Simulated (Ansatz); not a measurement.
Start from `O=C[SiH]([SiH3])Cl` and change one atom or group to get `CB[SiH]([SiH3])Cl`.

Ansatz, PBE0-D4/def2-TZVP geometries, multiplicity 1. Each molecule was computed in one conformer, which needn't be the lowest.

```tsv
property	`O=C[SiH]([SiH3])Cl`
HOMO–LUMO gap (PBE0/def2-TZVPP) / eV	5.29
HOMO energy (ωB97M-V/def2-TZVPP) / eV	-9.51
LUMO energy (ωB97M-V/def2-TZVPP) / eV	0.24
HOMO–LUMO gap (PBE/def2-TZVPP) / eV	2.77
HOMO energy (B3LYP/def2-TZVPP) / eV	-7.07
size of the dipole moment (PBE/def2-TZVPP) / D	0.93
```

Question: Give the same properties after the change, and the shifts. (Estimate.)

Answer: Computed: 
```
                                      property  `CB[SiH]([SiH3])Cl`  shift
          HOMO–LUMO gap (PBE0/def2-TZVPP) / eV                 5.43   0.14
         HOMO energy (ωB97M-V/def2-TZVPP) / eV                -9.62  -0.11
         LUMO energy (ωB97M-V/def2-TZVPP) / eV                -0.24  -0.48
           HOMO–LUMO gap (PBE/def2-TZVPP) / eV                 3.37   0.60
           HOMO energy (B3LYP/def2-TZVPP) / eV                -7.40  -0.33
size of the dipole moment (PBE/def2-TZVPP) / D                 1.59   0.66
```

With PBE0 the HOMO falls by 0.31 eV and the LUMO falls by 0.17 eV, so the gap widens by about 0.14 eV. PBE moves the HOMO by -0.59 eV and ωB97M-V by -0.11 eV. Dipoles are sizes alone; their direction can turn.

B3LYP here is the variant with VWN-RPA as its local correlation; programs differ in this.
